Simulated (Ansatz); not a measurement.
`CBOCO`, relaxed with RKS PBE-D4/def2-SVP in Ansatz from a rough embedded geometry. The force threshold is 0.03 eV/Å; the program also tests the step.

The species carries charge 0 and has multiplicity 1.

Start:

```xyz
12

C    -0.306    1.732   -0.577
B     0.760    0.639   -0.491
O     0.762   -0.262    0.637
C     0.035   -1.477    0.372
O     0.031   -2.324    1.392
H    -0.243    2.454    0.338
H    -1.331    1.338   -0.603
H    -0.123    2.394   -1.445
H     1.560    0.544   -1.293
H     0.434   -1.971   -0.550
H    -1.075   -1.169    0.072
H    -0.505   -1.899    2.148
```

(1) How much energy does the relaxation release, and in how many steps? (An estimate is asked.)

(2) Which bonds change most? (Estimate.)

(3) Give the relaxed structure. (Estimate.)

## Answers

(1) Ansatz gave: 115.85 kJ/mol, in 23 steps, 2 of them rejected.

(2) Computed: B2–H9 from 1.137 to 1.227 Å; B2–O3 from 1.443 to 1.365 Å; C4–H11 from 1.190 to 1.116 Å; C4–O5 from 1.325 to 1.388 Å.

(3) Computed: 
```xyz
12

C    -0.220    2.058   -0.519
B     0.313    0.585   -0.436
O    -0.509   -0.404    0.020
C    -0.026   -1.735    0.220
O     0.371   -1.940    1.535
H     0.405    2.712    0.129
H    -1.280    2.167   -0.214
H    -0.094    2.463   -1.546
H     1.453    0.283   -0.777
H     0.867   -1.917   -0.417
H    -0.859   -2.408   -0.094
H    -0.422   -1.864    2.099
```
